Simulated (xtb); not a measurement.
Br4Zr (SMILES [Br][Zr]([Br])([Br])[Br]), singlet, geometry from GFN2-xTB (such geometries of metal compounds can be far from the true shape); GFN2-xTB (xtb).

The xtb input:
```
$ xtb mol.xyz --gfn 2 --acc 1000 --json

# file mol.xyz
5

Zr     0.00000000     0.00000000     0.00000000
Br     1.95511769    -0.53272077    -1.43766626
Br     0.75325476     0.28348401     2.35061799
Br    -1.05976936     2.10397017    -0.78953105
Br    -1.64860309    -1.85473341    -0.12342069
```

Predict the main parts of the log of this xtb run.


```
   ID    Z sym.   atoms
    1   40 Zr     1
    2   35 Br     2-5

           -------------------------------------------------
          |                Calculation Setup                |
           -------------------------------------------------

           -------------------------------------------------
          |                 G F N 2 - x T B                 |
           -------------------------------------------------

          ...................................................
          :                      SETUP                      :
          :.................................................:
          :  # basis functions                  50          :
          :  # atomic orbitals                  45          :
          :  # shells                           15          :
          :  # electrons                        32          :
          :  max. iterations                   250          :
          :  Hamiltonian                  GFN2-xTB          :
          :  restarted?                      false          :
          :  GBSA solvation                  false          :
          :  PC potential                    false          :
          :  electronic temp.          300.0000000     K    :
          :  accuracy                 1000.0000000          :
          :  -> integral cutoff          0.2000000E+02      :
          :  -> integral neglect         0.1000000E-04      :
          :  -> SCF convergence          0.1000000E-02 Eh   :
          :  -> wf. convergence          0.1000000E+00 e    :
          :  Broyden damping             0.4000000          :
          :  net charge                          0          :
          :  unpaired electrons                  0          :
          ...................................................

 iter      E             dE          RMSdq      gap      omega  full diag
   1    -18.1169431 -0.181169E+02  0.623E+00    1.35       0.0  T
   2    -18.2406819 -0.123739E+00  0.784E+00    3.56       1.0  T
   3    -18.2689770 -0.282951E-01  0.623E+00    3.11       1.0  T
   4    -18.2313609  0.376161E-01  0.521E+00    1.68       1.0  T
   5    -18.2869478 -0.555869E-01  0.480E-01    2.54       1.0  T
   6    -18.2870804 -0.132644E-03  0.197E-01    2.51       1.0  T
   7    -18.2871166 -0.362251E-04  0.420E-02    2.49       1.1  T

   *** convergence criteria satisfied after 7 iterations ***

         :::::::::::::::::::::::::::::::::::::::::::::::::::::
[...]
         :: total energy             -18.239207037907 Eh    ::
[...]
       ...                                ...                  ...
        45                          1.5017634              40.8651
      -------------------------------------------------------------
                  HL-Gap            0.0915234 Eh            2.4905 eV
             Fermi-level           -0.4070266 Eh          -11.0758 eV

     #   Z          covCN         q      C6AA      α(0)
     1  40 Zr       3.033     1.137   100.430    24.114
     2  35 Br       0.759    -0.284   192.428    22.364
     3  35 Br       0.759    -0.284   192.428    22.364
     4  35 Br       0.759    -0.284   192.428    22.364
     5  35 Br       0.759    -0.284   192.428    22.364

 Mol. C6AA /au·bohr⁶  :       4195.104359
 Mol. C8AA /au·bohr⁸  :     315337.133424
 Mol. α(0) /au        :        113.570953

Wiberg/Mayer (AO) data.
largest (>0.10) Wiberg bond orders for each atom

 ---------------------------------------------------------------------------
     #   Z sym  total        # sym  WBO       # sym  WBO       # sym  WBO
 ---------------------------------------------------------------------------
     1  40 Zr   4.256 --     2 Br   1.064     3 Br   1.064     5 Br   1.064
                             4 Br   1.064
     2  35 Br   1.191 --     1 Zr   1.064
     3  35 Br   1.191 --     1 Zr   1.064
     4  35 Br   1.191 --     1 Zr   1.064
     5  35 Br   1.191 --     1 Zr   1.064
 ---------------------------------------------------------------------------

Topologies differ in total number of bonds
Writing topology from bond orders to xtbtopo.mol

molecular dipole:
                 x           y           z       tot (Debye)
 q only:        0.000      -0.000       0.000
   full:        0.000      -0.000       0.000       0.000
molecular quadrupole (traceless):
                xx          xy          yy          xz          yz          zz
 q only:        0.000      -0.000      -0.000      -0.000       0.000       0.000
  q+dip:        0.000      -0.000      -0.000      -0.000       0.000       0.000
   full:        0.000      -0.000      -0.000      -0.000       0.000       0.000

           -------------------------------------------------
          | TOTAL ENERGY              -18.239207037907 Eh   |
          | GRADIENT NORM               0.000124469771 Eh/α |
          | HOMO-LUMO GAP               2.490478959699 eV   |
           -------------------------------------------------

normal termination of xtb
```
